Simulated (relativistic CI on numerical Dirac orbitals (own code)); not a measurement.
Hyperfine structure of Ga²⁷⁺, mass number 69

Computed by Dirac-Coulomb-Breit CI, separate exchange-only KLI orbitals for each configuration, model QED (radiative potential, 1s self-energy scaled to tabulated hydrogen-like ionisation energies), unscaled Slater integrals (own radial code, finite nucleus).

Configurations in the expansion (outside the closed core 1s2): 2s2, 2s 2p, 2p2, 2p 3s, 2p 3p, 2s 3s, 2s 3p, 2s 3d, 2s 4s, 2s 4p, 2s 4d, 2s 4f, 3s2, 3s 3p, 3p2. Levels of other configurations are missing.

Nuclear spin I = 3/2, μ = 2.01502 μN, Q = 0.171 b (tables of Stone and Pyykkö). The electronic factors are computed for point nuclear moments, without core polarisation or the Bohr-Weisskopf and QED corrections.

| Level | E (eV) | A (GHz) | B (GHz) |
| --- | --- | --- | --- |
| 2s 2p 3P°_1 | 59.76 | 674.6 | -7.41 |
| 2s 2p 3P°_2 | 85.78 | 368.3 | 17.3 |
| 2s 2p 1P°_1 | 127.29 | -72.78 | 16 |
| 2p2 3P_1 | 170.56 | -8.106 | 8.57 |
| 2p2 3P_2 | 178.77 | 139.2 | 3.94 |
| 2p2 1D_2 | 210.57 | 84.63 | 13.1 |
| 2s 3s 3S_1 | 1620.19 | 804.2 | -0.00507 |
| 2s 3p 3P°_1 | 1646.56 | 681.9 | 0.131 |

Levels with J = 0, under 50 % of one LS term, or S terms without an open s electron are left out. Small factors come from cancelling terms and can be off by tens of per cent or more.

At this charge energies of transitions that change n are usually good to better than 1 %, and those within a shell (Δn = 0) to a few per cent.

Q: Give the hyperfine levels of 2s 2p 3P°_1 relative to its centre of gravity.

A: With K = F(F + 1) − I(I + 1) − J(J + 1), E = AK/2 + B[¾K(K + 1) − I(I + 1)J(J + 1)]/[2I(2I − 1)J(2J − 1)]: F = 1/2: -1696, F = 3/2: -667.2, F = 5/2: 1010 GHz.

LS names give the leading component of a level, which can be under half, so a name can repeat, a term be missing and a line seem to break the LS rules.
